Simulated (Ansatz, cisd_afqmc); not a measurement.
Species: KI, charge 1, doublet. KI+ (parent SMILES [K][I], doublet).
B3LYP-D3(BJ)/def2-TZVP minimum from Ansatz (an electronic-structure program):
```
I
K 1 3.6118
```
Charge +1, spin multiplicity 2.

Total energies in def2-SVP, 7 correlated electrons, 18 frozen orbitals. UHF or UKS for unpaired electrons; spin-orbit terms are left out. Cores are frozen in correlated methods (noble-gas shells, and filled d and f shells in the p block). Past Kr the def2 sets carry scalar-relativistic core potentials. AFQMC/CISD: phaseless, guided by CISD from CCSD amplitudes; bars are statistical, one sigma. Outlying blocks are dropped, and bars are widened where a walk drifts. Over all cases where full CI ran beside it in this data, AFQMC minus full CI had a median of +0.1 mEh and passed +0.4 mEh in a tenth of the cases. Spin-orbit terms, left out, reach several kcal/mol for Br and I, and more for heavier atoms. The spin of IK+ (parent SMILES [K][I], doublet) was assumed, and the state is the lowest solution found for it.

```csv
method,program,energy (Eh),minus CCSDTQ (mEh)
HF,Ansatz,-895.58808,92.44
MP2,Ansatz,-895.66669,13.83
CCSD,Ansatz,-895.67931,1.21
CCSD(T),Ansatz,-895.68022,0.31
CCSDT(Q),Ansatz,-895.68051,0.01
CCSDTQ,Ansatz,-895.68053,0.00
AFQMC/CISD,cisd_afqmc,-895.6805 ± 0.0001,0.1 ± 0.1
```

Rough core times of Ansatz's runs on a shared machine: CCSD(T) under 20 s, CCSDT(Q) 20 s, CCSDTQ 4 min.
